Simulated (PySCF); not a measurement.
**Correlation energy of Pb⁺ (lead, charge +1)**

[Xe] 4f14 5d10 6s1 6p2, high-spin 4P determinant (an excited configuration). All numbers are calculated (PySCF 2.14, scalar relativity by spin-free X2C-1e, in x2c-TZVPPall). Frozen: [Kr] 4d10 4f14; 21 electrons correlated.

| level | correlation energy (mhartree) |
| --- | --- |
| CCSD | -392.32 |
| (T) | -6.54 |
| CCSD(T) | -398.86 |

Diagnostics: T1 = 0.0066, D1 = 0.0252, largest double amplitude 0.038.

**Question.** Is a single reference adequate?

**Answer.** Yes, within this model without spin-orbit coupling: T1 lies below 0.03 and no double amplitude reaches 0.07.

This basis was not built for core-valence correlation, so the inner-shell part is incomplete.

Spin-orbit coupling is strong in this species, so the high-spin LS determinant is a model state.
